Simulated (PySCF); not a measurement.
Method: B3LYP-D3(BJ)/def2-TZVP (PySCF). Gas-phase values, no solvent. One relaxed conformer stands for a flexible species; it need not be the lowest. B3LYP has the VWN-RPA correlation part, as in Gaussian. Excitations are Tamm–Dancoff values on a coarser integration grid. The basis has no diffuse functions, so Rydberg states are missing or too high.

Reference species (SMILES): `[OH][Ge]([OH])([SH])[SH]` (neutral, multiplicity 1).

```json
{
  "S1 excitation (TDA)": "5.35 eV",
  "S1 oscillator strength": "0.006"
}
```

Changed species: `[OH][Ge]([OH])([OH])[SH]` (1 of 4 OH replaced by SH; the reference has 2 of 4 OH replaced by SH).

Question: What does the change do to the S1 excitation (TDA) and S1 oscillator strength?

Answer: the S1 excitation (TDA) increases by 0.29 eV, to 5.64 eV; the S1 oscillator strength stays essentially unchanged.
